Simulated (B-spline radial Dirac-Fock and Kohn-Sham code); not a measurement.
# Satellites and hypersatellites of the K lines of Mn²⁺

System: manganese as Mn²⁺ in the configuration [Ar] 3d5.

Calculated with a B-spline atomic structure program, using Dirac-Fock ΔSCF + Breit + QED. Each two-hole energy is an average over J within one jj subconfiguration, not an observable level; in light atoms, where LS coupling holds, the j-resolved values are not observed lines, and for a K spectator the Kα1 hypersatellite is nearly forbidden. Electron correlation is not included.

Lines without a spectator: Kα2 (K-L2) 5886.9 eV, Kα1 (K-L3) 5897.0 eV, Kβ3 (K-M2) 6487.0 eV, Kβ1 (K-M3) 6488.3 eV. Shifts in eV with one spectator hole (a dash: not computed, or left out as unreliable):

```tsv
spectator hole	Kα2	Kα1	Kβ3	Kβ1
K (1s)	+261.1	+262.9	+325.4	+325.7
L2 (2p1/2)	+23.62	+28.94	–	+66.4
L3 (2p3/2)	+27.13	+25.93	+64.5	–
M2 (3p1/2)	–	+2.02	+4.88	+6.35
M3 (3p3/2)	+1.86	–	+6.05	+5.65
```

With n spectator holes in 2p, averaged over the 2p shell (energies in eV):

```tsv
n	KαLⁿ	step	hypersatellite KαʰLⁿ
0	5893.6	–	6155.9
1	5920.5	+26.9	6184.0
2	5948.5	+28.0	6213.2
3	5977.6	+29.1	6243.5
4	6007.9	+30.3	6275.0
5	6039.3	+31.4	6307.7
```
